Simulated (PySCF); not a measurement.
# First hyperpolarisability: `InChI=1S/C5H4Cl2O/c1-4(6)5(7)2-3-8/h2-3H,1H2/b5-2+`

Molfile (atoms numbered from 1):
```
C5H4Cl2O
     RDKit          3D

 12 11  0  0  0  0  0  0  0  0999 V2000
   -2.0110    0.1335   -0.0876 C   0  0  0  0  0  0  0  0  0  0  0  0
   -1.2001   -0.5774   -0.8772 C   0  0  0  0  0  0  0  0  0  0  0  0
   -1.5548   -0.8101   -2.5569 Cl  0  0  0  0  0  0  0  0  0  0  0  0
    0.0351   -1.2235   -0.3999 C   0  0  0  0  0  0  0  0  0  0  0  0
    0.1455   -2.9141   -0.7371 Cl  0  0  0  0  0  0  0  0  0  0  0  0
    1.0225   -0.6039    0.2764 C   0  0  0  0  0  0  0  0  0  0  0  0
    1.1010    0.8473    0.5086 C   0  0  0  0  0  0  0  0  0  0  0  0
    1.9495    1.3477    1.2061 O   0  0  0  0  0  0  0  0  0  0  0  0
   -2.9121    0.6033   -0.4859 H   0  0  0  0  0  0  0  0  0  0  0  0
   -1.7870    0.2356    0.9759 H   0  0  0  0  0  0  0  0  0  0  0  0
    1.8640   -1.1901    0.6550 H   0  0  0  0  0  0  0  0  0  0  0  0
    0.3418    1.4706   -0.0215 H   0  0  0  0  0  0  0  0  0  0  0  0
  1  2  2  0
  2  3  1  0
  2  4  1  0
  4  5  1  0
  4  6  2  0
  6  7  1  0
  7  8  2  0
  1  9  1  0
  1 10  1  0
  6 11  1  0
  7 12  1  0
M  END
```

Method: PySCF 2.14.0, quadratic response CAM-B3LYP/aug-cc-pVDZ first hyperpolarisability, Taylor convention, gas phase. Geometry: PBE0-D3(BJ)/def2-SVP.

Q: What is the first hyperpolarisability, and how does it disperse?

A: In 10⁻³⁰ esu, Taylor convention; the vector part is βᵢ = ⅓ Σⱼ (βᵢⱼⱼ + βⱼᵢⱼ + βⱼⱼᵢ); β∥ is 3/5 of the vector part along the dipole, the dipole points from − to +:
| process | λ (nm) | β vector norm | β∥ | β HRS | depolarisation ratio |
| --- | --- | --- | --- | --- | --- |
| static β(0;0,0) | ∞ | 2.25 | 0.65 | 0.95 | 4.73 |
| second harmonic β(−2ω;ω,ω) | 1907 | 2.48 | 0.74 | 1.04 | 4.82 |
| Pockels β(−ω;ω,0) | 1907 | 2.32 | 0.68 | – | – |
| second harmonic β(−2ω;ω,ω) | 1064 | 3.16 | 1.04 | 1.31 | 4.99 |
| Pockels β(−ω;ω,0) | 1064 | 2.50 | 0.75 | – | – |

Q: Which lowest excitations, dipole and polarisabilities go with it?

A: S1 3.63 eV (f = 0.002); S2 5.03 eV (f = 0.182); S3 5.45 eV (f = 0.154); dipole 2.43 D; isotropic α 95.5 au static, 95.9 au at 1907 nm, 96.8 au at 1064 nm, 97.2 au at 953.5 nm, 101.4 au at 532 nm.
